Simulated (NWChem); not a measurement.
System: InHBrCl; SMILES [Cl][InH][Br]

Here is an NWChem input.

```
start job
memory heap 200 mb stack 900 mb global 1100 mb
geometry units angstroms noautoz
  In    -0.582091    -0.478229     0.000000
  H     -2.248947    -0.832985     0.000000
  Cl     1.063302    -2.143790     0.000000
  Br     0.361468     1.809236     0.000000
end
basis spherical
  * library def2-svpd
end
ecp
  In library def2-ecp
end
dft
  xc pbe0
  iterations 150
end
tddft
  cis
  nroots 6
  notriplet
end
task tddft energy
```

Output (shortened):

```
             Northwest Computational Chemistry Package (NWChem) 7.3.0
             --------------------------------------------------------

 CS  symmetry detected

                             Geometry "geometry" -> ""
                             -------------------------

 Output coordinates in angstroms (scale by  1.889725989 to convert to a.u.)

  No.       Tag          Charge          X              Y              Z
 ---- ---------------- ---------- -------------- -------------- --------------
    1 In                  49.0000    -0.57216759    -0.51459803     0.00000000
    2 H                    1.0000    -2.23212104    -0.90036389     0.00000000
    3 Cl                  17.0000     1.10398688    -2.14919821     0.00000000
    4 Br                  35.0000     0.32858732     1.79005820     0.00000000

 Effective nuclear repulsion energy (a.u.)     656.1964396913

      Symmetry information
      --------------------

 Group name             Cs
 Group number              2
 Group order               2
 No. of unique centers     4

                                 NWChem DFT Module
                                 -----------------

 Summary of "ao basis" -> "ao basis" (spherical)
 ------------------------------------------------------------------------------
       Tag                 Description            Shells   Functions and Types
 ---------------- ------------------------------  ------  ---------------------
 In                        def2-svpd                12       32   5s4p3d
 H                         def2-svpd                 4        8   2s2p
 Cl                        def2-svpd                11       27   5s4p2d
 Br                        def2-svpd                15       41   6s5p4d

      Symmetry analysis of basis
      --------------------------

        a'         75
        a"         33

            General Information
            -------------------
          SCF calculation type: DFT
          Wavefunction type:  closed shell.
          No. of atoms     :     4
          No. of electrons :    74
           Alpha electrons :    37
            Beta electrons :    37
          Charge           :     0
          Spin multiplicity:     1
          Use of symmetry is: off; symmetry adaption is: on
          Maximum number of iterations: 150
          AO basis - number of functions:   108
                     number of shells:    42
          Convergence on energy requested:  1.00D-06
          Convergence on density requested:  1.00D-05
          Convergence on gradient requested:  5.00D-04

[...]

                                NWChem TDDFT Module
                                -------------------

            General Information
            -------------------
           No. of orbitals :     216
            Alpha orbitals :     108
             Beta orbitals :     108
        Alpha frozen cores :       0
         Beta frozen cores :       0
     Alpha frozen virtuals :       0
      Beta frozen virtuals :       0
         Spin multiplicity :       1
    Number of AO functions :     108
        Use of symmetry is : off
      Symmetry adaption is : on
         Schwarz screening :  0.10D-07

              XC Information
              --------------
                  PBE0 Method XC Functional
              Hartree-Fock (Exact) Exchange   0.25
   PerdewBurkeErnzerhof Exchange Functional   0.75
     Perdew 1991 LDA Correlation Functional   1.00 local
    PerdewBurkeErnz. Correlation Functional   1.00 non-local

             TDDFT Information
             -----------------
          Calculation type : Tamm-Dancoff TDDFT
         Wavefunction type : Restricted singlets
          No. of electrons :      74
           Alpha electrons :      37
            Beta electrons :      37
              No. of roots :       6
          Max subspacesize :    5200
            Max iterations :     100
               Target root :       1
           Target symmetry : none
      Symmetry restriction : off
                 Algorithm : Optimal
        Davidson threshold :  0.10D-03

    6 smallest eigenvalue differences (eV)
--------------------------------------------------------
  No. Spin  Occ  Vir  Irrep   E(Occ)    E(Vir)   E(Diff)
--------------------------------------------------------
    1    1   37   38 a'       -0.313    -0.079     6.369
    2    1   37   39 a"       -0.313    -0.078     6.409
    3    1   36   38 a"       -0.321    -0.079     6.578
    4    1   36   39 a'       -0.321    -0.078     6.618
    5    1   35   38 a'       -0.328    -0.079     6.762
    6    1   35   39 a"       -0.328    -0.078     6.803
--------------------------------------------------------

  Entering Davidson iterations
  Restricted singlet excited states

  Iter   NTrls   NConv    DeltaV     DeltaE      Time
  ----  ------  ------  ---------  ---------  ---------
    1      6       0     0.99E-01   0.10+100       22.2
    2     12       0     0.24E-01   0.24E-01       21.2
    3     18       0     0.11E-01   0.10E-02       20.5
    4     24       0     0.21E-02   0.66E-04       22.1
    5     30       1     0.67E-03   0.69E-05       23.0
    6     35       4     0.28E-03   0.60E-06       21.4
    7     37       6     0.63E-04   0.52E-07       19.4
  ----  ------  ------  ---------  ---------  ---------
  Convergence criterion met

  Ground state a'      -3224.286276592476 a.u.

  ----------------------------------------------------------------------------
  Root   1 singlet a'             0.188690635 a.u.                5.1345 eV
  ----------------------------------------------------------------------------
     Transition Moments    X -0.38630   Y  0.23112   Z -0.00000
     Dipole Oscillator Strength                    0.0254909159
     Electric Quadrupole                           0.0000000048
     Magnetic Dipole                               0.0000000030
     Total Oscillator Strength                     0.0254909237

[...]
```

Level: PBE0/def2-SVPD with def2 effective core potentials on In, TDA. Geometry: optimised at PBE0/def2-SVP. Not confirmed as a minimum by frequencies. def2 effective core potentials on In; no spin-orbit coupling.
